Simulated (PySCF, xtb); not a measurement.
C4H6O2Si, SMILES Oc1ccoc1[SiH3].

GFN2-xTB (xtb 6.7.1) at its own geometry gives an orbital gap of 4.09 eV and a dipole moment of 2.04 D.

Geometry: r2SCAN-D4/def2-SVP. This is a generated structure with no PubChem entry under its InChIKey; it may be hypothetical. One conformer was computed; it need not be the lowest.

Q: What does PySCF with PBE/def2-TZVP give? (An estimate is asked for; the answer gives what the named calculation found.)

A: gap 4.11 eV (levels -5.25 and -1.14 eV), dipole 2.78 D.
